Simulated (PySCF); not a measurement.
Molfile (atoms numbered from 1):
```
C7H11F
     RDKit          3D

 19 20  0  0  0  0  0  0  0  0999 V2000
    0.0102    0.8694   -2.3115 F   0  0  0  0  0  0  0  0  0  0  0  0
    0.0238    0.3987   -1.0271 C   0  0  2  0  0  0  0  0  0  0  0  0
   -1.2932    0.6477   -0.2900 C   0  0  0  0  0  0  0  0  0  0  0  0
   -1.2111   -0.3561    0.8851 C   0  0  0  0  0  0  0  0  0  0  0  0
    0.1452   -1.0509    0.6602 C   0  0  2  0  0  0  0  0  0  0  0  0
    1.2702   -0.0459    0.9726 C   0  0  0  0  0  0  0  0  0  0  0  0
    1.1852    0.9573   -0.2030 C   0  0  0  0  0  0  0  0  0  0  0  0
    0.2068   -1.1124   -0.8687 C   0  0  0  0  0  0  0  0  0  0  0  0
   -2.1307    0.4278   -0.9690 H   0  0  0  0  0  0  0  0  0  0  0  0
   -1.3909    1.6959    0.0290 H   0  0  0  0  0  0  0  0  0  0  0  0
   -2.0324   -1.0872    0.8405 H   0  0  0  0  0  0  0  0  0  0  0  0
   -1.2655    0.1297    1.8709 H   0  0  0  0  0  0  0  0  0  0  0  0
    0.2462   -2.0069    1.1921 H   0  0  0  0  0  0  0  0  0  0  0  0
    1.1337    0.4303    1.9551 H   0  0  0  0  0  0  0  0  0  0  0  0
    2.2470   -0.5522    0.9926 H   0  0  0  0  0  0  0  0  0  0  0  0
    2.0960    0.9550   -0.8205 H   0  0  0  0  0  0  0  0  0  0  0  0
    1.0005    1.9947    0.1124 H   0  0  0  0  0  0  0  0  0  0  0  0
    1.1708   -1.4667   -1.2646 H   0  0  0  0  0  0  0  0  0  0  0  0
   -0.6108   -1.6888   -1.3277 H   0  0  0  0  0  0  0  0  0  0  0  0
  2  1  1  6
  2  3  1  0
  3  4  1  0
  4  5  1  0
  5  6  1  0
  6  7  1  0
  5  8  1  0
  7  2  1  0
  8  2  1  0
  3  9  1  0
  3 10  1  0
  4 11  1  0
  4 12  1  0
  5 13  1  1
  6 14  1  0
  6 15  1  0
  7 16  1  0
  7 17  1  0
  8 18  1  0
  8 19  1  0
M  END
```

Computed data (PySCF): shielding tensors at KT3/pcSseg-1 (GIAO), couplings computed with B3LYP/pcJ-1 (spin–dipole term only in couplings to heteroatoms), PBE0-D3(BJ)/def2-SVP structure. Averaged over atoms made equivalent by symmetry, fast rotation or ring inversion, gas phase, no relativistic terms, one conformer.

Problem. List the cross peaks expected in HSQC, COSY and HMBC spectra.

Solution. 

HSQC (one-bond C–H):
```csv
δH,δC,"1J(C,H) (Hz)"
1.85 (H11/H15),33.2 (C4/C6),137
1.81 (H13),36.8 (C5),149
1.76 (H9/H16),35.0 (C3/C7),137
1.43 (H10/H17),35.0 (C3/C7),140
1.39 (H12/H14),33.2 (C4/C6),139
1.33 (H18/H19),41.3 (C8),141
```

COSY cross peaks (|J| ≥ 2 Hz):
```csv
δH,δH,abs. J (Hz),bonds
1.85 (H11/H15),1.81 (H13),5.2,3
1.85 (H11/H15),1.76 (H9/H16),14.9,3
1.85 (H11/H15),1.43 (H10/H17),4.8,3
1.85 (H11/H15),1.39 (H12/H14),13.9,2
1.76 (H9/H16),1.43 (H10/H17),13.0,2
1.76 (H9/H16),1.39 (H12/H14),5.2,3
1.43 (H10/H17),1.39 (H12/H14),10.8,3
1.43 (H10/H17),1.33 (H18/H19),2.2,4
1.39 (H12/H14),1.33 (H18/H19),2.5,4
```

HMBC (two and three bonds, |J| ≥ 2.5 Hz):
```csv
δH,δC [abs. J in Hz]
1.85 (H11/H15),"36.8 (C5) [3.1], 35.0 (C3/C7) [3.9], 33.2 (C4/C6) [10.0]"
1.81 (H13),"101.0 (C2) [11.8], 35.0 (C3/C7) [6.2]"
1.76 (H9/H16),"101.0 (C2) [6.1], 35.0 (C3/C7) [6.5], 33.2 (C4/C6) [4.2]"
1.43 (H10/H17),"101.0 (C2) [4.2], 41.3 (C8) [7.0], 36.8 (C5) [2.7], 35.0 (C3/C7) [6.0]"
1.39 (H12/H14),"101.0 (C2) [2.9], 41.3 (C8) [6.9], 36.8 (C5) [2.9], 33.2 (C4/C6) [5.5]"
1.33 (H18/H19),"101.0 (C2) [4.0], 35.0 (C3/C7) [7.6], 33.2 (C4/C6) [10.3]"
```

Shifts are taken against calculated references (same method and geometry level): 1H, 13C vs TMS.

Short H···H contacts in this conformer between protons four or more bonds apart (candidates for NOE cross peaks, intensity ∝ r⁻⁶): H16···H18 2.63 Å, H11···H19 2.66 Å.

Common functionals overestimate the size of one-bond C–F couplings by tens of Hz; these are unscaled. Unscaled 3J(H,H) at this level run about 10 % above measured values. Shifts are as computed, not scaled to solution data. Of 1211 compounds with measured shifts, 218 miss one by over three times the rms of a fit or turn the order of signals round; such compounds aren't used in these exercises.
